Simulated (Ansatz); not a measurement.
Be2I2⁺: single points at one geometry.

```yaml
crystal:
  periodic: [false, false, false]
  atoms:
    - {symbol: Be, position_ang: [-1.766911, -1.690693, 0.026119]}
    - {symbol: Be, position_ang: [0.668549, 0.628319, -0.010260]}
    - {symbol: I, position_ang: [0.624197, -1.664252, -0.083318]}
    - {symbol: I, position_ang: [0.474165, 2.726625, 0.067459]}
basis:
  gaussian: {orbitals: def2-SVP, initial_orbitals: start.molden}
total_charge: 1
magnetization: {spin_polarized: true, initial_magnetization: 1}
hamiltonian: {xc: pbe0, dispersion: d4}
scf: {omitted_lower_state_checks: [starts]}
output: {orbitals: {seedname: orbitals}}
```

The file start.molden holds the orbitals of an earlier run on this structure, at another level or in another basis.

```sh
$ ansatz run in.yaml --threads 4 --pin off --events-out ev --progress --plain --max-ram 3916MiB
```

Shortened log:

```
Functional definition: PBE0
924 factors; integrals over basis functions are off by at most 1.4e-4 eV
mean field evaluation 1: about -16996.0647 eV, gradient 2.1e1 eV
mean field evaluation 2: about -16996.2122 eV, gradient 2.3e-1 eV
mean field evaluation 4: about -16996.3431 eV, gradient 3.3e-3 eV
mean field -16996.34309605 eV, -624.6040882446 hartree, gradient 7.4e-5 eV, S^2 0.751257; 0 other end points of the search recorded, 0 dependent functions left out
reference -16996.34312753 eV, -624.6040894017 hartree; 29, 28 occupied and 41, 42 virtual orbitals, 924 factors
Total energy: -16996.45749396 eV, -624.6082922903 hartree
Checks for a lower state left out: starts
```

It took 2.5 s on 4 threads of Arm Neoverse N1 on a shared host.

The first input with `gaussian: {orbitals: def2-TZVP, initial_orbitals: start.molden}`, `hamiltonian: {xc: {name: LC-wPBE}}` (abridged; 4.1 s):

```
Functional definition: LC-wPBE
mean field -16999.15835857 eV, -624.7075472340 hartree, gradient 1.5e-5 eV, S^2 0.751869
Total energy: -16999.15835858 eV, -624.7075472343 hartree
Checks for a lower state left out: starts
```

First input, but with `gaussian: {orbitals: def2-TZVP, initial_orbitals: start.molden}`, `hamiltonian: {xc: {text: "exchange = 0.65*pbe_x + 0.35*exact_x\ncorrelation = pbe_c"}}` (abridged; 4.1 s):

```
Functional definition: unnamed
mean field -16998.57779553 eV, -624.6862119360 hartree, gradient 8.1e-6 eV, S^2 0.751341
Total energy: -16998.57782319 eV, -624.6862129524 hartree
Checks for a lower state left out: starts
```

The first input with `gaussian: {orbitals: def2-TZVP, initial_orbitals: start.molden}`, `hamiltonian: {xc: r2scan, dispersion: d4}` (abridged; 8 s):

```
Functional definition: r2SCAN
mean field -17004.38677905 eV, -624.8996881427 hartree, gradient 1.6e-5 eV, S^2 0.751974
Total energy: -17004.41593746 eV, -624.9007596945 hartree
Checks for a lower state left out: starts
```

First input, but with `gaussian: {orbitals: def2-TZVP, initial_orbitals: start.molden}`, `hamiltonian: {xc: {text: "exchange = 0.85*pbe_x + 0.15*exact_x\ncorrelation = pbe_c"}}` (abridged; 4.1 s):

```
Functional definition: unnamed
mean field -16997.13023942 eV, -624.6330152300 hartree, gradient 2.6e-5 eV, S^2 0.751229
Total energy: -16997.13027591 eV, -624.6330165712 hartree
Checks for a lower state left out: starts
```

As the first input, with `gaussian: {orbitals: def2-TZVP, initial_orbitals: start.molden}`, `correlation: {method: mp2}` and without the key `hamiltonian` (abridged; 3.2 s):

```
Functional definition: HF
mean field -16936.96817251 eV, -622.4221000503 hartree, gradient 4.2e-6 eV, S^2 0.752294
8 core orbitals not correlated: weight in the atoms' cores, before any rotation towards them, 1.000 or more for the frozen orbitals, at most 0.000 for the correlated occupied ones
second order -29.54869632 eV of doubles, -0.00000000 eV of singles
Total energy: -16966.51686883 eV, -623.5079946113 hartree
Checks for a lower state left out: starts
```

The first input with `gaussian: {orbitals: def2-TZVPP, initial_orbitals: start.molden}`, `correlation: {method: ccsd_t}`, `scf: {omitted_lower_state_checks: [starts, cluster_reference]}` and without the key `hamiltonian` (abridged; 3.5 min):

```
Functional definition: HF
mean field -16936.96817251 eV, -622.4221000503 hartree, gradient 4.2e-6 eV, S^2 0.752294
8 core orbitals not correlated: weight in the atoms' cores, before any rotation towards them, 1.000 or more for the frozen orbitals, at most 0.000 for the correlated occupied ones
second order -29.54869632 eV of doubles, -0.00000000 eV of singles
cycle   1  -27.56588670 eV  change     2.0e0 eV  update   9.9e-2
cycle   2  -28.21409150 eV  change   -6.5e-1 eV  update   2.8e-2
cycle   3  -28.28498796 eV  change   -7.1e-2 eV  update   1.5e-2
cycle   4  -28.26124285 eV  change    2.4e-2 eV  update   5.7e-3
cycle   5  -28.26146687 eV  change   -2.2e-4 eV  update   3.0e-3
cycle   6  -28.26389615 eV  change   -2.4e-3 eV  update   9.5e-4
cycle   7  -28.26354026 eV  change    3.6e-4 eV  update   4.3e-4
cycle   8  -28.26338391 eV  change    1.6e-4 eV  update   2.0e-4
cycle   9  -28.26348657 eV  change   -1.0e-4 eV  update   9.3e-5
cycle  10  -28.26348638 eV  change    1.9e-7 eV  update   4.7e-5
perturbative correction -0.63695777 eV, -0.0234077663 hartree
Total energy: -16965.86861666 eV, -623.4841717835 hartree
Checks for a lower state left out: starts, cluster_reference
```

Geometry: r2SCAN-D4/def2-TZVP.

In the def2 sets I takes a core potential; there is no spin–orbit coupling. LC-ωPBE has ω = 0.4 bohr⁻¹. Correlated methods freeze 8 core orbitals; core or outer-core shells of I are correlated, in sets that lack core-valence functions. The structure comes from a short search, and lower isomers may exist.
